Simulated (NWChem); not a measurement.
System: NbNHF3; SMILES [NH]=[Nb]([F])([F])[F]

All runs: NWChem. The level has its own optimisation; frequencies are unscaled.

Estimate the computed values for Hartree-Fock/3-21G (all-electron, non-relativistic). Quantities: r N–Nb (Å); r F–Nb (Å); r H–N (Å); highest harmonic frequency (cm⁻¹); lowest (cm⁻¹); zero-point energy (kcal/mol).

The r N–Nb (Å) is 1.717 and the r F–Nb (Å) comes out as 1.858. The r H–N (Å) comes out as 0.999, the highest harmonic frequency (cm⁻¹) is 3807 and the lowest (cm⁻¹) is 150. The zero-point energy (kcal/mol) comes out as 13.8.
